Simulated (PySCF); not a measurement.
## Mayer bond orders and bond lengths

Species: (LiF)3 ring, Li3F3.
Z-matrix (Å and degrees, PBE0-D3(BJ)/def2-SVP geometry), rows numbered from 1:
```
Li
F   1  1.6848
Li  2  1.6869  1  111.56
F   3  1.6865  2  128.68  1     0.01
Li  4  1.6851  3  111.73  2    -0.06
F   5  1.6847  4  127.60  3    -0.07
```

Bond orders from the PBE0/pcSseg-1 density (PySCF). Isolated species at its PBE0-D3(BJ)/def2-SVP geometry (one conformer only).

**Question.** Set the Mayer orders of the bonds beside their lengths.

**Answer.** 
```
  bond  length (Å)  Mayer order
Li1–F2       1.685        0.314
Li1–F6       1.685        0.313
F2–Li3       1.687        0.314
Li3–F4       1.687        0.314
F4–Li5       1.685        0.313
Li5–F6       1.685        0.313
```

**Question.** Sum the orders of all bonds at each heavy atom with more than one neighbour.

**Answer.** Li1 0.627, F2 0.628, Li3 0.628, F4 0.627, Li5 0.626, F6 0.626. Orders between atoms that aren't bonded are not in these sums.

The Mayer order sums products of elements of PS (density times overlap matrix) between the two atoms' basis functions, so it depends on the basis set.
